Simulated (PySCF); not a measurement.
**`[SiH3]C#C[SiH2]C[SiH3]`: 4 charge schemes on one density**

C3H10Si3.
SMILES with atom numbers: `[SiH3:1][C:2]#[C:3][SiH2:4][CH2:5][SiH3:6]` (hydrogens: H7, H8, H9 on Si1; H10, H11 on Si4; H12, H13 on C5; H14, H15, H16 on Si6)

Geometry (PBE0-D3(BJ)/def2-SVP, Å), atoms numbered from 1 in this order:
```xyz
16
C3H10Si3 angstrom
Si     3.3603    0.8753    0.2651
C      1.8196   -0.0544   -0.0923
C      0.7891   -0.6700   -0.3357
Si    -0.7910   -1.5538   -0.6615
C     -2.1157   -0.9292    0.5112
Si    -2.4600    0.9224    0.4286
H      4.3767   -0.0497    0.8451
H      3.0646    1.9657    1.2392
H      3.8882    1.4671   -0.9981
H     -1.1844   -1.3013   -2.0800
H     -0.5577   -3.0178   -0.4788
H     -3.0506   -1.4732    0.2894
H     -1.8238   -1.1930    1.5421
H     -2.8778    1.3005   -0.9568
H     -1.2380    1.7006    0.7896
H     -3.5604    1.2908    1.3721
```

Density: PBE0/pcSseg-1 (PySCF); schemes: Mulliken, IAO, Hirshfeld and ESP-fitted. Geometry: PBE0-D3(BJ)/def2-SVP, one conformer, isolated molecule.

Task: Atoms with like bonding are taken together and averaged. Which atoms carry the lowest charge in the Mulliken, IAO, Hirshfeld and ESP-fitted schemes?

Result: All schemes agree: Mulliken C5 (-0.856); IAO C5 (-0.830); Hirshfeld C5 (-0.242); ESP-fitted C5 (-0.464).

Task: Which atoms carry the highest charge in the Mulliken, IAO, Hirshfeld and ESP-fitted schemes?

Result: All schemes agree: Mulliken Si4 (+0.666); IAO Si4 (+0.781); Hirshfeld Si4 (+0.356); ESP-fitted Si4 (+0.536).

Task: At which atom do the 4 schemes differ most?

Result: At C5: from -0.856 (Mulliken) to -0.242 e (Hirshfeld), 0.614 e apart.

Task: What partial charge does each atom carry?

Result: In e; atoms taken as equivalent share a row and are averaged (×n: the atom named and its like, n in all):

```
       atom                  environment  Mulliken     IAO  Hirshfeld  ESP-fitted
        Si1                 SiH3 silicon    +0.505  +0.619     +0.337      +0.400
         C2                alkyne carbon    -0.310  -0.312     -0.142      -0.148
         C3                alkyne carbon    -0.253  -0.310     -0.139      -0.258
        Si4                 SiH2 silicon    +0.666  +0.781     +0.356      +0.536
         C5  sp3 carbon bound to silicon    -0.856  -0.830     -0.242      -0.464
        Si6                 SiH3 silicon    +0.476  +0.596     +0.308      +0.430
   H7/H8/H9                Si–H hydrogen    -0.079  -0.104     -0.066      -0.075
    H10/H11                Si–H hydrogen    -0.067  -0.112     -0.072      -0.108
    H12/H13           methylene hydrogen    +0.183  +0.167     +0.049      +0.136
H14/H15/H16                Si–H hydrogen    -0.073  -0.113     -0.078      -0.110
```

Mean size of the charges over all atoms: IAO 0.291 e, Mulliken 0.252 e, ESP-fitted 0.205 e, Hirshfeld 0.137 e. Each set sums to the total charge, 0, to within 0.001 e. The Mulliken scheme gives each basis function's population to the atom it is centred on and halves the overlap population of two atoms between them. The Hirshfeld scheme divides the density at each point in proportion to the densities of the neutral, spherically averaged free atoms.

Task: Sum the charges by element.

Result: 
```csv
element,atoms,Mulliken,IAO,Hirshfeld,ESP-fitted
Si,3,+1.647,+1.995,+1.001,+1.366
C,3,-1.420,-1.452,-0.523,-0.870
H,10,-0.227,-0.543,-0.479,-0.496
```

Task: How many electrons does the IAO scheme count on C2?

Result: Z − q = 6 − (-0.312) = 6.312.

Task: How closely do the schemes follow one another over all atoms?

Result: Correlation coefficient and root-mean-square difference: Mulliken with IAO 0.99, 0.059 e; IAO with ESP-fitted 0.99, 0.138 e; Hirshfeld with ESP-fitted 0.98, 0.092 e; IAO with Hirshfeld 0.97, 0.222 e; Mulliken with ESP-fitted 0.97, 0.118 e; Mulliken with Hirshfeld 0.94, 0.195 e.
